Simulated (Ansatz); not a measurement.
Rb₂H₂ (the lowest singlet isomer of a short search). Total charge 0; singlet. Geometry r2SCAN-D4/def2-TZVP, basis def2-TZVP, Ansatz.

```
atom    x (Å)    y (Å)    z (Å)
 Rb1  -0.9419  -1.6902  -0.3616
 Rb2   0.9419   1.6901   0.3616
  H3   0.7602  -0.0780  -1.6162
  H4  -0.7602   0.0780   1.6162
```

| run | HOMO (eV) | LUMO (eV) |
| --- | --- | --- |
| A | -3.23 | -0.41 |
| B | -3.40 | -0.92 |
| C | -5.03 | -0.31 |
| D | -3.16 | -1.08 |
| E | -6.62 | 0.30 |
| F | -6.33 | 0.36 |

In the def2 sets Rb takes a core potential; there is no spin–orbit coupling. LC-ωPBE has ω = 0.4 bohr⁻¹. The structure comes from a short search, and lower isomers may exist.

**Question.** The runs used B97M-V, BHLYP, LC-ωPBE, PBE, r2SCAN, ωB97X-V. Estimate which is which.

**Answer.** A r2SCAN (0 % exact exchange); B B97M-V (0 % exact exchange); C BHLYP (50 % exact exchange); D PBE (0 % exact exchange); E LC-ωPBE (range-separated); F ωB97X-V (range-separated). Exact exchange lowers occupied and raises empty levels; among semilocal functionals meta-GGAs tend to open the gap a little, and such runs are hard to tell apart. The gap grows from 2.08 eV (PBE) to 6.91 eV (LC-ωPBE).
